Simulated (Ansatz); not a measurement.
Basis-set series for C3H4F2Si (`C=C=C(F)[SiH2]F`). Charge 0, multiplicity 1. The structure was optimised at the PBE0-D4/def2-TZVP level. It is one conformer, not always the lowest.

```xyz
10

C    -0.709   -2.087   -0.039
C    -0.501   -0.857   -0.398
C    -0.241    0.390   -0.684
F    -0.692    0.941   -1.839
Si    0.711    1.490    0.476
F     2.110    1.903   -0.177
H    -1.582   -2.364    0.546
H    -0.023   -2.880   -0.322
H    -0.040    2.742    0.724
H     0.967    0.722    1.712
```

```csv
functional,basis,functions,energy (Eh),HOMO (eV),LUMO (eV)
PBE0-D4,def2-SVP,108,-605.09783,-7.80,-0.85
PBE0-D4,def2-TZVPP,253,-605.58360,-7.89,-1.05
ωB97M-V,def2-SVP,108,-605.42164,-9.98,1.36
ωB97M-V,def2-TZVPP,253,-605.91837,-10.10,1.05
```

**Question.** Give the rows for def2-QZVPP. (Estimate.)

**Answer.** Ansatz gave: 
```tsv
functional	basis	functions	energy (Eh)	HOMO (eV)	LUMO (eV)
PBE0-D4	def2-QZVPP	475	-605.61074	-7.91	-1.12
ωB97M-V	def2-QZVPP	475	-605.94351	-10.13	0.90
```

Positive LUMOs are unbound and depend on the basis.
